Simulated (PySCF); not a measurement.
Run record for `C=C[C@@H]1C(=C)[C@H]1C`: mPW1PW91/def2-SVPD, start guess huckel, TDA, 12 singlets.

Method: TDA mPW1PW91/def2-SVPD, vertical, gas phase, core orbitals frozen in the response (PySCF 2.14.0, density-fitted response routines). Geometry: GFN2-xTB. The command runs a driver script over a list of jobs; the input below is this job's line of settings and its coordinates in Å.

Command:
```bash
OMP_NUM_THREADS=1 python probes_run.py task.json out
```

Input:
```
{"job": {"kind": "uv", "xc": "mPW1PW91", "basis": "def2-SVPD", "nstates": 12, "ntriplets": 2, "tda": true, "scf": {"guess": "huckel"}}, "charge": 0, "multiplicity": 1}
C      2.613856     0.487136    -1.155993
C      1.707160     0.402878    -0.196470
C      0.290812     0.080717    -0.419777
C     -0.748326     0.709928     0.421646
C     -1.407759     1.796563     0.725477
C     -0.485440    -0.710335     0.638548
C     -1.480740    -1.758389     0.202651
H      3.641550     0.729186    -0.947684
H      2.361749     0.318549    -2.190153
H      1.983681     0.580282     0.835191
H      0.032074    -0.113001    -1.455722
H     -2.168233     1.801483     1.490629
H     -1.220943     2.732670     0.223530
H      0.068882    -0.978035     1.532909
H     -0.967445    -2.675544    -0.083041
H     -2.167858    -1.988127     1.015425
H     -2.060020    -1.403932    -0.647075
```

Q: Predict the output.

A: 
```
final grid: 132176 points
cycle   1  E = -270.6847534627  dE = -1.663e+00  |g| = 2.498e+00  |ddm| = 1.078e+01
cycle   2  E = -263.4783039860  dE =  7.206e+00  |g| = 4.561e+00  |ddm| = 3.417e+02
cycle   3  E = -271.9600815608  dE = -8.482e+00  |g| = 1.265e+00  |ddm| = 3.429e+02
cycle   4  E = -272.3767610334  dE = -4.167e-01  |g| = 4.543e-01  |ddm| = 3.831e+00
cycle   5  E = -272.4252325686  dE = -4.847e-02  |g| = 1.370e-01  |ddm| = 1.410e+00
cycle   6  E = -272.4292000700  dE = -3.968e-03  |g| = 5.239e-02  |ddm| = 3.325e-01
cycle   7  E = -272.4298516342  dE = -6.516e-04  |g| = 9.812e-03  |ddm| = 1.256e-01
cycle   8  E = -272.4298705945  dE = -1.896e-05  |g| = 4.842e-03  |ddm| = 3.175e-02
cycle   9  E = -272.4298763807  dE = -5.786e-06  |g| = 9.685e-04  |ddm| = 1.077e-02
cycle  10  E = -272.4298765660  dE = -1.853e-07  |g| = 4.803e-04  |ddm| = 2.776e-03
cycle  11  E = -272.4298766286  dE = -6.260e-08  |g| = 9.929e-05  |ddm| = 1.429e-03
cycle  12  E = -272.4298766307  dE = -2.075e-09  |g| = 3.828e-05  |ddm| = 4.134e-04
cycle  13  E = -272.4298766311  dE = -3.948e-10  |g| = 1.005e-05  |ddm| = 1.479e-04
converged SCF energy = -272.4298766311

Static polarisability (au): isotropic 86.088, principal 65.421 85.211 107.632

Singlet excitations
state   eV       nm        f      main configurations
  1   5.7203    216.7   0.01948   H->L 0.84, H->L+1 0.11
  2   6.5103    190.4   0.00367   H-2->L 0.90
  3   6.8203    181.8   0.01348   H->L+2 0.87, H->L+3 0.08
  4   6.8719    180.4   0.08907   H-1->L+1 0.54, H-1->L 0.36
  5   7.1633    173.1   0.62790   H->L+1 0.61, H-1->L+1 0.10, H->L 0.08
  6   7.2369    171.3   0.01679   H->L+3 0.70, H->L+5 0.09, H->L+4 0.09
  7   7.2910    170.1   0.06232   H->L+4 0.71, H->L+3 0.09
  8   7.3950    167.7   0.04214   H-1->L+2 0.69
  9   7.4747    165.9   0.08451   H-2->L+1 0.83
 10   7.5588    164.0   0.20114   H-1->L 0.29, H-1->L+1 0.19, H->L+5 0.11
 11   7.7276    160.4   0.03548   H->L+5 0.70
 12   7.9470    156.0   0.01740   H-2->L+2 0.87

Triplet excitations (Tamm-Dancoff, eV): 4.2446 4.4014
```

H and L stand for HOMO and LUMO; the number after each pair is its weight.

Q: Which computed singlet has the largest oscillator strength, and what do all of them sum to?

A: State 5 at 7.16 eV (173 nm), f = 0.628; the 12 states sum to 1.213.

Q: How does the lowest singlet excitation compare with the HOMO–LUMO gap?

A: HOMO -6.96 eV and LUMO -0.05 eV give a gap of 6.91 eV; S1 at 5.72 eV lies 1.19 eV below it.

In short: SCF converged in 13 cycles with 220 basis and 763 fitting functions; HOMO -6.96 eV, LUMO -0.05 eV; lowest singlet 5.72 eV; lowest triplet 4.24 eV (Tamm–Dancoff); mean polarisability 86.1 au.

On Arm Neoverse V1, one thread, no GPU, on a shared host, this took 44 s and 0.90 GiB of memory at its peak.

The values belong to the conformer `[CH2:1]=[CH:2][C@@H:3]1[C:4](=[CH2:5])[C@H:6]1[CH3:7]`: C1–C2–C3–C4 -145°.
